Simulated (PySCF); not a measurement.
## Electron correlation in Cl⁺ (chlorine, charge +1)

[Ne] 3s2 3p4, high-spin 3P determinant. Computed with PySCF 2.14 in ANO-RCC-VTZP (5s4p2d1f, 34 functions), with scalar relativity by spin-free X2C-1e. Frozen: [Ne]; 6 electrons correlated.

MP2 pair energies summed by pair of shells (mhartree):

| pair | energy | share (%) |
| --- | --- | --- |
| 3p-3p | -57.28 | 46.7 |
| 3s-3p | -56.04 | 45.7 |
| 3s-3s | -9.39 | 7.6 |

Total MP2 correlation energy: -122.70 mhartree.

Same-spin part -28.60 and opposite-spin part -94.11 mhartree; SCS-MP2 scales them by 1/3 and 6/5 to -122.46 mhartree.
